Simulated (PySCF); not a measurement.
**Excited states of Mn⁷⁺ (manganese, charge +7)**

Ground state [Ar], ¹S. All numbers are calculated (PySCF 2.14, no relativity, point nucleus, in aug-cc-pVDZ with two added diffuse shells each of s, p, d type (9s8p6d2f, 77 functions)). Vertical excitation energies in eV without spin-orbit coupling; excited terms of each kind are numbered among those the solver found. Frozen: [Ne].

| term | leading excitation | EOM-EE-CCSD |
| --- | --- | --- |
| 1 3P° | 3p → d | 45.400 |
| 1 3F° | 3p → d | 47.575 |
| 1 1D° | 3p → d | 50.681 |
| 1 3D° | 3p → d | 50.909 |
| 1 1F° | 3p → d | 51.263 |
| 1 1P° | 3p → d | 66.122 |
| 1 3D | 3s → d | 81.033 |
| 1 1D | 3s → d | 83.569 |

The solver can miss terms.
